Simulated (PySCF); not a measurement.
# From computed data to an observable: refractive index and permittivity of the vapour

CdS, SMILES [S]=[Cd].

Coordinates come from a r2SCAN-D4/def2-TZVPD optimisation. The def2 effective core potentials stand for the cores of Cd; spin–orbit coupling is left out.

ωB97X/def2-TZVPD run with PySCF gives a mean static polarisability of 68.4 bohr³ and a dipole moment of 6.46 D. Take an ideal gas at 298.15 K and 0.01 bar, whether or not the substance is that volatile.

Problem. Work out n − 1 in the optical limit and the static ε − 1.

Solution. 
Polarisability volume α' = 68.4 × 0.148185 = 10.14 Å³. Number density N = p/kT = 2.43e-7 Å⁻³.
Dilute limit of Lorentz–Lorenz: n − 1 = 2π N α' = 1.5e-5.
Orientation term of Debye: μ²/(3kT) = 8.098 Å³ × μ²(D²) = 337.93 Å³.
ε − 1 = 4π N (α' + μ²/3kT) = 0.0011. Orientation of the dipole supplies 97 % of the static response; it can't follow optical fields. Vibrational polarisation and dispersion are left out.
